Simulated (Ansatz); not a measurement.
ZrS₂ (the lowest singlet isomer of a short search), 3 atoms. Hardware: 4 threads of Arm Neoverse V2 on a shared host.

In the def2 sets Zr takes a core potential; there is no spin–orbit coupling. Correlated methods freeze 10 core orbitals; core or outer-core shells of Zr are correlated, in sets that lack core-valence functions.

Question: How many basis functions does each of these Ansatz runs have, and roughly what does it cost? r2SCAN-D4/def2-TZVP, charge 0 triplet, energy, from earlier orbitals; PBE0-D4/def2-SVP, charge 0 singlet, energy, from earlier orbitals; PBE-D4/def2-TZVP, charge 0 triplet, energy, from earlier orbitals; PBE-QIDH/def2-TZVP, charge 0 quintet, energy, from earlier orbitals; BHLYP-D4/def2-TZVP, charge 0 triplet, energy, from earlier orbitals; PBE-D4/def2-TZVP, charge 1 doublet at the geometry of the charge 0 singlet, energy, from earlier orbitals; PBE-D4/def2-TZVP, charge 0 singlet, energy and forces, from earlier orbitals; revPBE-D4/def2-TZVP, charge 0 quintet, energy, from earlier orbitals; r2SCAN-D4/def2-TZVP, charge 0 quintet, energy, from earlier orbitals; r2SCAN-D4/def2-TZVPD, charge 0 singlet, energy, from earlier orbitals; PBE0-D4/def2-TZVP, charge 1 doublet at the geometry of the charge 0 singlet, energy; r2SCAN-D4/def2-TZVP, charge 1 doublet at the geometry of the charge 0 singlet, energy, from earlier orbitals.

Answer: Other jobs shared the machine, so times can vary by a factor of up to 3. A dash marks memory too small to be measured apart from the calling script's.

```tsv
run	functions	fitting or Cholesky vectors	wall time	peak host memory (GiB)
PBE0-D4/def2-SVP, charge 0 singlet, energy, from earlier orbitals	67	648	0.8 s	–
PBE-D4/def2-TZVP, charge 0 singlet, energy and forces, from earlier orbitals	114	843	0.9 s	–
revPBE-D4/def2-TZVP, charge 0 quintet, energy, from earlier orbitals	114	843	1.6 s	–
PBE-D4/def2-TZVP, charge 1 doublet at the geometry of the charge 0 singlet, energy, from earlier orbitals	114	843	1.8 s	–
r2SCAN-D4/def2-TZVPD, charge 0 singlet, energy, from earlier orbitals	132	907	2.5 s	–
PBE-D4/def2-TZVP, charge 0 triplet, energy, from earlier orbitals	114	843	3.2 s	–
PBE-QIDH/def2-TZVP, charge 0 quintet, energy, from earlier orbitals	114	801	3.7 s	–
BHLYP-D4/def2-TZVP, charge 0 triplet, energy, from earlier orbitals	114	1022	4.8 s	–
r2SCAN-D4/def2-TZVP, charge 1 doublet at the geometry of the charge 0 singlet, energy, from earlier orbitals	114	843	5.5 s	–
PBE0-D4/def2-TZVP, charge 1 doublet at the geometry of the charge 0 singlet, energy	114	941	7.5 s	–
r2SCAN-D4/def2-TZVP, charge 0 triplet, energy, from earlier orbitals	114	843	8.5 s	–
r2SCAN-D4/def2-TZVP, charge 0 quintet, energy, from earlier orbitals	114	843	8.5 s	–
```
